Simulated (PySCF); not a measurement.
ClF2Ga. Atoms are numbered in the order given.

```xyz
4

Ga     0.0000     0.0000    -0.2967
F      0.0000    -1.4825    -1.1946
F      0.0000     1.4825    -1.1946
Cl     0.0000     0.0000     1.8060
```

The structure is a stationary point at ωB97X-D3(BJ)/def2-SVP.

Vertical ionisation energy (IE) and electron affinity (EA) in eV. Rows of orbital energies are one-electron estimates. Where ΔSCF, EOM or ADC give a negative EA the extra electron is unbound and the value depends on the basis.

```json
[
 {"level": "−ε(HOMO), −ε(LUMO), HF/def2-TZVPD (PySCF)", "IE": "13.55", "EA": "-0.48"},
 {"level": "ADC(2)/aug-cc-pVDZ (PySCF)", "IE": "12.36", "EA": "0.27"}
]
```

Problem. Beyond the first one, list the lowest photoelectron lines from ADC(2)/aug-cc-pVDZ run with PySCF with their pole strengths (two spins summed). (The exact figures need the calculation; the answer reports its results.)

Solution. 12.59 eV (1.81), 13.05 eV (1.74), 13.09 eV (1.72), 13.30 eV (1.72), 13.86 eV (1.73).
